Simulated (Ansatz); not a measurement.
`C[SiH](C)[SiH2]Cl` + `O[CH2][AlH][Cl]` → `C[SiH](C)[AlH][Cl]` + `OC[SiH2]Cl`  (redistribution)

Isolated molecules relaxed with PBE0-D4/def2-TZVP in Ansatz; ΔE leaves out vibrations. CCSD(T)/CBS adds triple-zeta CCSD(T) − MP2 to the extrapolated MP2 energy (def2 sets, frozen cores). DFT in def2-TZVPP. B3LYP here is the variant with VWN-RPA as its local correlation; programs differ in this. Each species was taken in one conformer, which may not be the lowest.

`C[SiH](C)[SiH2]Cl`:

Cartesian coordinates in Å:
```
C 0.911 -0.139 -1.617
Si 0.151 -0.615 0.029
C -1.717 -0.713 -0.078
Si 0.737 0.993 1.628
Cl -0.027 2.812 0.980
H 0.623 -0.852 -2.394
H 2.001 -0.121 -1.559
H 0.571 0.853 -1.922
H 0.703 -1.926 0.484
H -2.137 0.262 -0.337
H -2.153 -1.028 0.873
H -2.022 -1.430 -0.845
H 0.155 0.735 2.973
H 2.205 1.171 1.785
```

`O[CH2][AlH][Cl]`:

Cartesian coordinates in Å:
```
O 0.102 1.678 0.186
C 0.445 0.512 -0.548
Al -0.345 -1.160 0.108
Cl -1.319 -0.932 1.964
H -0.261 1.424 1.038
H 1.541 0.400 -0.593
H 0.138 0.663 -1.593
H -0.301 -2.586 -0.562
```

`C[SiH](C)[AlH][Cl]`:

```xyz
13

C     1.424    0.276   -1.004
Si    0.204   -0.394    0.258
C    -0.040    0.829    1.669
Al   -1.916   -1.014   -0.812
Cl   -1.886   -1.271   -2.910
H     1.571   -0.433   -1.821
H     2.394    0.469   -0.539
H     1.063    1.212   -1.438
H     0.767   -1.655    0.838
H    -0.443    1.777    1.305
H     0.914    1.037    2.161
H    -0.728    0.437    2.422
H    -3.325   -1.269   -0.129
```

`OC[SiH2]Cl`:

Cartesian coordinates in Å:
```
O 1.191 0.977 -0.826
C -0.156 0.558 -0.713
Si -0.357 -0.861 0.507
Cl 0.512 -0.224 2.272
H 1.517 1.187 0.055
H -0.468 0.219 -1.706
H -0.824 1.388 -0.441
H -1.784 -1.168 0.778
H 0.369 -2.077 0.075
```

Q: Is it downhill or uphill in electronic energy at CCSD(T)/CBS, and by how much? (An estimate is asked.)

A: Computed: Downhill: ΔE = -6.9 kJ/mol.

Q: What do these levels give: ωB97M-V, PBE, PBE0, B3LYP, HF/def2-TZVPP, MP2/def2-TZVPP, SCS-MP2/def2-TZVPP, CCSD/def2-TZVPP, HF/def2-QZVPP, SCS-MP2/def2-QZVPP, HF/CBS(def2), CCSD/CBS(def2)? (Best estimate.)

A: Ansatz gave: ωB97M-V -4.1, PBE -6.8, PBE0 -8.2, B3LYP -6.8, HF/def2-TZVPP -13.8, MP2/def2-TZVPP -7.3, SCS-MP2/def2-TZVPP -9.0, CCSD/def2-TZVPP -9.7, HF/def2-QZVPP -13.3, SCS-MP2/def2-QZVPP -7.7, HF/CBS(def2) -13.3, CCSD/CBS(def2) -7.5 kJ/mol.

Largest T1 diagnostic among the species: 0.010.

The D4 term adds +3.1 kJ/mol with B3LYP and +1.8 kJ/mol with PBE0; it sums over pairs of atoms, weighted by their polarisabilities, and B3LYP, whose exchange is more repulsive, gets the larger term. In def2-TZVPP, CCSD(T) changes the Hartree–Fock value by +4.6 kJ/mol (the triples alone add +0.6 kJ/mol) and MP2 by +6.5 kJ/mol.
